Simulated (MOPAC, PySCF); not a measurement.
[Cu(CNH)(H)], neutral singlet in the gas phase. 

Cartesian coordinates (Å):
```xyz
5

Cu    -0.2638    -0.0651    -0.1490
N     -2.8111    -0.6983    -1.6062
C     -1.8104    -0.4494    -1.0330
H     -3.6659    -0.9108    -2.0957
H      1.0421     0.2591     0.5964
```
Charge 0, spin multiplicity 1.

All levels are single points at this geometry (TPSS-D3(BJ)/def2-SVP); Pople sets use spherical d functions. Orbital energies aren't observables, and empty levels follow the basis.

B3LYP-D3(BJ)/def2-TZVP in PySCF gives gap (eV) = 4.55.

### Question
Estimate the gap (eV) from each of these levels: TPSSh-D3(BJ)/def2-TZVP in PySCF; B3LYP/3-21G in PySCF; B3LYP/LANL2DZ in PySCF; BP86/6-31G* (LANL2DZ on Cu) in PySCF; HF/3-21G in PySCF; HF/6-31G* (LANL2DZ on Cu) in PySCF; HF/STO-3G in PySCF; PM7 in MOPAC.

### Answer

```
level                                 gap (eV)
------------------------------------  --------
TPSSh-D3(BJ)/def2-TZVP in PySCF           3.95
B3LYP/3-21G in PySCF                      3.82
B3LYP/LANL2DZ in PySCF                    4.34
BP86/6-31G* (LANL2DZ on Cu) in PySCF      2.99
HF/3-21G in PySCF                         7.35
HF/6-31G* (LANL2DZ on Cu) in PySCF        9.84
HF/STO-3G in PySCF                        6.64
PM7 in MOPAC                              9.41
```
